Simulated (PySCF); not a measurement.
**F+: excitation energy**

F+ [He] 2s2 2p4 (3P) → F+ [He] 2s1 2p5 (3P), as a difference of total energies. All numbers are calculated (PySCF 2.14, scalar relativity by spin-free X2C-1e, in x2c-QZVPPall with one added diffuse shell each of s, p, d, f type (8s5p4d3f1g, 73 functions)). Correlated levels: valence and next inner shell: nothing frozen. The calculations carry no spin-orbit coupling.

| method | excitation energy (eV) |
| --- | --- |
| UHF | 21.795 |
| MP2 (valence and next inner shell) | 20.763 |
| SCS-MP2 (valence and next inner shell) | 20.694 |
| CCSD (valence and next inner shell) | 20.532 |
| CCSD(T) (valence and next inner shell) | 20.441 |

Errors of the correlated levels include the incompleteness of this basis.

Q: Which method comes closest to the reference value, and which is furthest?

A: The reference is 20.431 eV (measured; NIST levels, between the centres of gravity of the two terms). Closest: CCSD(T) (valence and next inner shell) (error 0.010 eV); furthest: UHF (error 1.364 eV).
